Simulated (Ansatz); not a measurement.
The cluster Ni2Pt, relaxed as a triplet with UKS PBE-D4/def2-TZVP in Ansatz, starting from the PBE-D4/def2-TZVP geometry of the neutral singlet. Force threshold 0.02 eV/Å.

In the def2 sets Pt takes a core potential; there is no spin–orbit coupling. The relaxation made no stability test and no search for a lower SCF solution. The structure comes from a short search, and lower isomers may exist.

Start:

```xyz
3

Pt    0.973    0.289    0.908
Ni   -1.235   -0.205    0.368
Ni    0.262   -0.084   -1.276
```

Question: Estimate the energy that the relaxation releases and the steps that it takes.

Answer: 0.01 eV, in 3 steps; 7 s on 4 threads of AMD EPYC 7B13 on a shared host. No frequencies were taken in this run, so the end may be a saddle point.

Question: Does the start keep its bonding and symmetry?

Answer: By distances, no bond broke or formed. The bond that changes most is Pt1–Ni2, from 2.33 to 2.36 Å (atoms count from 1). Point group C2v at the start, C2v at the end, both within 0.05 Å.

Question: Predict the relaxed structure.

Answer: 
```xyz
3

Pt    0.990    0.294    0.924
Ni   -1.247   -0.208    0.363
Ni    0.256   -0.086   -1.287
```
Bond lengths (bridged metal pairs left out): 2 × Ni–Pt 2.36 Å; 1 × Ni–Ni 2.24 Å.
